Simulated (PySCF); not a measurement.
A side-by-side comparison of computed properties.

First species: C2H9N3O2Si2.
Z-matrix (Å and degrees, GFN2-xTB geometry), rows numbered from 1:
```
N 
C   1  1.3502
O   2  1.2171  1  121.70
Si  2  1.9099  1  116.65  3   179.73
N   4  1.7177  2  109.01  1    37.83
C   5  1.4526  4  116.67  2  -145.91
Si  6  1.9062  5  107.32  4    29.69
O   7  1.6249  6  115.10  5  -137.33
N   7  1.7245  6   95.88  5   -16.30
H   1  1.0092  2  120.23  3    -0.15
H   1  1.0039  2  120.33  3   179.82
H   4  1.4709  2  109.13  1   168.89
H   5  1.0091  4  120.94  2    69.51
H   6  1.0978  5  111.09  4   -91.34
H   6  1.0927  5  108.94  4   151.72
H   7  1.4552  6  115.50  5   104.73
H   8  0.9542  7  121.87  6    57.51
H   9  1.0036  4  121.72  2   -51.31
```

Second species: C₅H₉FOSi₂.
InChI=1S/C5H9FOSi2/c1-8-5(6)2-3-9-4-7/h4-5H,8-9H2,1H3/t5-/m1/s1

Levels: PBE0/pcSseg-1 for HOMO energy, LUMO energy and HOMO–LUMO gap. Geometries: GFN2-xTB. Each species is one conformer at its optimised geometry, gas phase, non-relativistic unless stated. Electronic properties by PySCF.

The conformers computed, where there is a choice (atom-mapped SMILES and torsion angles):
- `[CH3:1][SiH2:2][C@@H:3]([F:4])[C:5]#[C:6][SiH2:7][CH:8]=[O:9]`: C1–Si2–C3–F4 180°, C6–Si7–C8–O9 126°

The conformers of `NC(=O)[Si@@H]1NC[Si@@H](O)N1` aren't listed.

Values for the first species:

- HOMO energy: -6.59 eV
- LUMO energy: -0.31 eV
- HOMO–LUMO gap: 6.28 eV

Question: Estimate the same properties for the second species, and the change in each.

Answer: 
```tsv
property	first	second	second less first
HOMO energy	-6.59 eV	-7.00 eV	-0.41 eV
LUMO energy	-0.31 eV	-1.57 eV	-1.26 eV
HOMO–LUMO gap	6.28 eV	5.43 eV	-0.85 eV
```

